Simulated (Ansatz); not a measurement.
Compare A (`FC1O[SiH2][SiH2]1`) with its isomer B (`OC1(F)[SiH2][SiH2]1`).

Program: Ansatz. Geometries: PBE0-D4/def2-TZVP. ΔE: electronic, gas phase. CCSD(T)/CBS adds triple-zeta CCSD(T) − MP2 to the extrapolated MP2 energy (def2 sets, frozen cores). DFT in def2-TZVPP. Each species was taken in one conformer, which may not be the lowest.

A:

```xyz
10

F    -1.6916   -0.6308    1.2236
C    -0.8271   -0.8799    0.1730
O     0.4594   -1.1169    0.6799
Si    1.3476    0.3041    0.4625
Si   -0.5110    0.7441   -0.8570
H    -1.1902   -1.7842   -0.3229
H     1.5698    1.0440    1.7324
H     2.6694   -0.0034   -0.1404
H    -1.4732    1.8530   -0.6410
H    -0.3531    0.4700   -2.3100
```

B:

Z-matrix (Å, degrees):
```
C
F 1 1.384
Si 1 1.922 2 116.9
O 1 1.374 2 111.7 3 -135.4
Si 1 1.936 2 116.6 3 82.9
H 3 1.481 1 117.2 2 -135.5
H 3 1.481 1 115.1 2 4.0
H 4 0.964 1 109.3 2 -76.2
H 5 1.484 1 114.9 2 135.2
H 5 1.483 1 117.4 2 -3.0
```

Problem. Which isomer does CCSD(T)/CBS put lower? Give the gap. (Estimate.)

Solution. The calculation gave: A, by 183.9 kJ/mol.

Problem. Give E(B) − E(A) in kJ/mol with B2PLYP, MP2/def2-TZVPP, HF/def2-TZVPP, ωB97M-V, CCSD(T)/def2-TZVPP, CCSD/def2-TZVPP, PBE0-D4. (Best estimate.)

Solution. The calculation gave: B2PLYP 185.2, MP2/def2-TZVPP 190.9, HF/def2-TZVPP 209.9, ωB97M-V 181.7, CCSD(T)/def2-TZVPP 185.8, CCSD/def2-TZVPP 189.9, PBE0-D4 171.5. None reverses the order clearly.

Largest T1 diagnostic: 0.015.

From PBE to PBE0 (25 % exact exchange), in def2-TZVPP and without D4, E(B) − E(A) moves by +11.7 kJ/mol. In def2-TZVPP, CCSD(T) changes the Hartree–Fock value by −24.1 kJ/mol (the triples alone add −4.1 kJ/mol) and MP2 by −19.0 kJ/mol.
